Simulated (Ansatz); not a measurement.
Reaction (formal exchange of groups at the Al–C bond): `[AlH2][C@H]1[SiH2][Si@@H]1S` + `[F][GeH3]` → `[F][GeH2][AlH2]` + `S[SiH]1C[SiH2]1`

Program: Ansatz. Geometries: PBE0-D4/def2-TZVP. ΔE: electronic, gas phase. CCSD(T)/CBS adds triple-zeta CCSD(T) − MP2 to the extrapolated MP2 energy (def2 sets, frozen cores). DFT in def2-TZVPP. For Ge outer-core shells are correlated without core-valence functions, which leaves a few kJ/mol of doubt a bond. Scalar relativity is left out up to krypton. One conformer a species, not always the lowest.

```
                      species  r2SCAN energy (Eh)
`[AlH2][C@H]1[SiH2][Si@@H]1S`         -1261.83509
                  `[F][GeH3]`         -2178.66442
            `[F][GeH2][AlH2]`         -2421.66464
            `S[SiH]1C[SiH2]1`         -1018.82683
```

Q: Work out ΔE.

A: ΔE = (-2421.66464) + (-1018.82683) − (-1261.83509) − (-2178.66442) = 0.00804 Eh = +21.1 kJ/mol. CCSD(T)/CBS gives +25.3 kJ/mol.

Largest T1 diagnostic among the species: 0.013.

In def2-TZVPP, CCSD(T) changes the Hartree–Fock value by +8.5 kJ/mol (the triples alone add +3.1 kJ/mol) and MP2 by +18.1 kJ/mol. The D4 term adds +7.7 kJ/mol with B3LYP and +4.3 kJ/mol with PBE0; it sums over pairs of atoms, weighted by their polarisabilities, and B3LYP, whose exchange is more repulsive, gets the larger term.

B3LYP here is the variant with VWN-RPA as its local correlation; programs differ in this.
